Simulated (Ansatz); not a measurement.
`O[C]1=[CH][GaH]1`, 7 atoms. The species carries charge 0 and has multiplicity 1. Correlated methods include outer-core shells of Ga, which these sets cover unevenly. Scalar relativity is left out up to krypton. All runs use 2 threads of an Arm Neoverse V1 on a shared host. Correlated methods freeze the cores.

Q: How many basis functions does each run have, and how long does it take in Ansatz? RKS PBE0-D4/def2-TZVP relaxation (6 steps); RKS LC-ωPBE/def2-TZVPP energy; direct RPA on PBE orbitals/def2-TZVPP energy; RHF-CCSD(T)/def2-SVP energy; RKS BLYP-D4/def2-TZVPP energy; RKS r2SCAN0-D4/def2-TZVPP energy; RKS ωB97M-V/def2-QZVPP energy; RKS PBE0-D4/def2-QZVPP energy; RKS ωB97M-V/def2-SVP energy; RHF-MP2/def2-QZVPP energy; RKS PBE0-D4/def2-SVP energy; RKS HSE06 (plane-wave form)-D4/def2-TZVPP energy. (An estimate is asked.)

A: Ansatz gave: Other jobs shared the machine, so times are rough.

| level | job | functions | wall time | peak host memory (GiB) |
| --- | --- | --- | --- | --- |
| RKS PBE0-D4/def2-SVP | energy | 89 | 1.4 s | 0.36 |
| RKS BLYP-D4/def2-TZVPP | energy | 183 | 2.6 s | 0.2 |
| RKS LC-ωPBE/def2-TZVPP | energy | 183 | 3 s | 0.36 |
| RKS HSE06 (plane-wave form)-D4/def2-TZVPP | energy | 183 | 3.5 s | 0.42 |
| RHF-CCSD(T)/def2-SVP | energy | 89 | 4.7 s | 0.36 |
| RKS r2SCAN0-D4/def2-TZVPP | energy | 183 | 6 s | 0.42 |
| direct RPA on PBE orbitals/def2-TZVPP | energy | 183 | 6 s | 0.38 |
| RKS ωB97M-V/def2-SVP | energy | 89 | 6.5 s | 0.36 |
| RKS PBE0-D4/def2-QZVPP | energy | 350 | 8.5 s | 0.94 |
| RHF-MP2/def2-QZVPP | energy | 350 | 20 s | 1.4 |
| RKS ωB97M-V/def2-QZVPP | energy | 350 | 22 s | 1.1 |
| RKS PBE0-D4/def2-TZVP | relaxation (6 steps) | 159 | 28 s | 0.35 |

LC-ωPBE has ω = 0.4 bohr⁻¹.
